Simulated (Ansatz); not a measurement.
C₂H₇N, charge +1, doublet, at a GFN2-xTB geometry (a state made from the parent by changing its charge; the spin is typed, not shown lowest). Base run: BLYP/def2-SVP (Ansatz, an electronic-structure program).

The Ansatz input:
Ansatz 0.2 input:
```yaml
crystal:
  periodic: [false, false, false]
  atoms:
    - {symbol: C, position_ang: [1.21345303, 0.27761551, 0.17430656]}
    - {symbol: N, position_ang: [0.03751869, -0.26276197, -0.35002414]}
    - {symbol: C, position_ang: [-1.24784022, -0.03678500, 0.14650277]}
    - {symbol: H, position_ang: [1.92869828, -0.51779860, 0.43796710]}
    - {symbol: H, position_ang: [1.01682614, 0.90235343, 1.04484140]}
    - {symbol: H, position_ang: [1.75201387, 0.86309442, -0.58857406]}
    - {symbol: H, position_ang: [0.12435315, -0.87090672, -1.16013127]}
    - {symbol: H, position_ang: [-1.73453079, -0.98553706, 0.42546873]}
    - {symbol: H, position_ang: [-1.90726403, 0.36768397, -0.63793418]}
    - {symbol: H, position_ang: [-1.23640431, 0.63546126, 1.00367526]}
basis:
  gaussian:
    orbitals: def2-SVP
hamiltonian:
  xc: blyp
total_charge: 1
magnetization: {spin_polarized: true, initial_magnetization: 1}
```

The base run was repeated with changes; each row names its change, and settings that it needs were set with it.

| change | ΔE vs base (kcal/mol) |
|---|---|
| base | 0.000 |
| point_charge = charge:-1.0 position_ang:3.4059, 3.6824, -0.7058 | -67.8 |
| nuclear_model = gaussian | 0.008 |
| accuracy = high | 0.001 |
| lower_state_search = light | 0.000 |
| final_grid = 10, 20, 41 | 0.000 |
| point_charge = charge:1.0 position_ang:-1.3474, -0.5887, 4.8768 | 61.00 |
| lower_state_search = full | 0.000 |
| final_grid = 6, 12, 29 | 0.004 |
| fitting.mean_field = cc-pVTZ-JKFIT | -0.043 |
| final_grid = 4, 8, 17 | 0.113 |
